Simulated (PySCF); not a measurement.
**Spin–spin couplings to the heavy atom in SMILES N#C[Se]c1ccc(F)cc1, C₇H₄FNSe**

Cartesian coordinates in Å; atom numbers follow the order of the lines, from 1:
```xyz
14

N     3.899    0.156   -1.359
C     3.273   -0.303   -0.495
Se    2.339   -1.043    0.905
C     0.584   -0.544    0.306
C    -0.193   -1.468   -0.395
C    -1.477   -1.122   -0.807
C    -1.959    0.149   -0.511
F    -3.180    0.485   -0.905
C    -1.197    1.079    0.188
C     0.082    0.726    0.604
H     0.207   -2.458   -0.626
H    -2.108   -1.821   -1.358
H    -1.616    2.065    0.399
H     0.696    1.442    1.154
```

Level of theory for the indirect couplings: PBE/pcJ-1 (dyall-v2z on Se), no solvent, Gaussian nuclear model, PBE0-D3(BJ)/def2-SVP geometry (PySCF 2.14.0).

Non-relativistic values:
```tsv
coupling	atoms	J (Hz)
1J(77Se,13C)	Se3 – C2	-258.0
1J(77Se,13C)	Se3 – C4	-115.8
2J(77Se,15N)	Se3 – N1	32.5
2J(77Se,13C)	Se3 – C5/C10	11.1
3J(77Se,13C)	Se3 – C6/C9	1.7
3J(77Se,1H)	Se3 – H11/H14	2.9
4J(77Se,13C)	Se3 – C7	1.8
4J(77Se,1H)	Se3 – H12/H13	1.0
5J(77Se,19F)	Se3 – F8	4.2
```

Question: What do two-component X2C with spin–orbit coupling give?

Answer: 
```
    coupling          atoms  with spin–orbit (Hz)
1J(77Se,13C)       Se3 – C2                -298.5
1J(77Se,13C)       Se3 – C4                -135.2
2J(77Se,15N)       Se3 – N1                  34.1
2J(77Se,13C)   Se3 – C5/C10                   9.9
3J(77Se,13C)    Se3 – C6/C9                   0.8
 3J(77Se,1H)  Se3 – H11/H14                   2.3
4J(77Se,13C)       Se3 – C7                   2.2
 4J(77Se,1H)  Se3 – H12/H13                   1.0
5J(77Se,19F)       Se3 – F8                   4.5
```

The largest listed coupling, 1J(77Se,13C), ends at 1.16 times its non-relativistic value. Equivalent partners are averaged, as under fast rotation. In the static structure 2J(77Se,13C) spreads over 12.2, 7.5 Hz.
